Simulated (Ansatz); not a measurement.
`COB(O)O` and `OB(O)[O][GeH3]` differ in one element.

Ansatz, PBE0-D4/def2-TZVP geometries, multiplicity 1. Each molecule was computed in one conformer, which needn't be the lowest.

Scalar relativity is left out up to krypton.

| property | `COB(O)O` |
| --- | --- |
| LUMO energy (PBE0/def2-TZVPP) / eV | 0.75 |
| HOMO energy (PBE/def2-TZVPP) / eV | -6.81 |
| HOMO–LUMO gap (PBE0/def2-TZVPP) / eV | 9.17 |
| LUMO energy (B3LYP/def2-TZVPP) / eV | 0.36 |
| HOMO–LUMO gap (ωB97M-V/def2-TZVPP) / eV | 12.93 |
| HOMO energy (B3LYP/def2-TZVPP) / eV | -8.18 |

Problem. What does the change do to each property? (Best estimate.)

Solution. Ansatz gave: 
| property | `OB(O)[O][GeH3]` | shift |
| --- | --- | --- |
| LUMO energy (PBE0/def2-TZVPP) / eV | 0.18 | -0.57 |
| HOMO energy (PBE/def2-TZVPP) / eV | -7.21 | -0.40 |
| HOMO–LUMO gap (PBE0/def2-TZVPP) / eV | 8.94 | -0.23 |
| LUMO energy (B3LYP/def2-TZVPP) / eV | -0.12 | -0.48 |
| HOMO–LUMO gap (ωB97M-V/def2-TZVPP) / eV | 12.85 | -0.08 |
| HOMO energy (B3LYP/def2-TZVPP) / eV | -8.52 | -0.34 |

With PBE0 the HOMO falls by 0.33 eV and the LUMO falls by 0.57 eV, so the gap narrows by about 0.24 eV. PBE moves the HOMO by -0.40 eV and ωB97M-V by -0.24 eV.

B3LYP here is the variant with VWN-RPA as its local correlation; programs differ in this.
